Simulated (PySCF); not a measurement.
This script is equivalent to a calculation on Ne (neon, neutral).

```python
from pyscf import gto, scf, dft, mp, cc
import basis_set_exchange as bse
mol = gto.M(atom="Ne 0 0 0", charge=0, spin=0, symmetry="D2h",
            basis=gto.basis.parse(bse.get_basis("dyall-av3z", elements=["Ne"], fmt="nwchem")),
            nucmod="G")
mf = dft.UKS(mol, xc="LDA,VWN").sfx2c1e()
mf.irrep_nelec = {'Ag': (2, 2), 'B1u': (1, 1), 'B2u': (1, 1), 'B3u': (1, 1)}
mf.kernel()
```

Question: What total energy does it give?

Answer: -128.370 hartree (calculated).

Question: Which occupied shell lies highest, and where?

Answer: 2p, at -13.538 eV.
